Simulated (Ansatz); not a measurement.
A structure relaxed at r2SCAN-D4/def2-SVP in Ansatz, charge 0, singlet:

```xyz
4

Sc   -0.961   -0.795    0.516
Sc    0.961    0.795   -0.516
N    -0.073   -0.642   -1.126
N     0.073    0.642    1.126
```

(1) Give its formula and point group.

(2) Summarise the bond lengths by kind (pairs closer than 1.2 times the sum of covalent radii, bridged metal pairs left out).

Results:

(1) Sc₂N₂. Point group D2h (tolerance 0.1 Å).

(2) 4 × N–Sc 1.87 Å.

The structure comes from a short search, and lower isomers may exist.
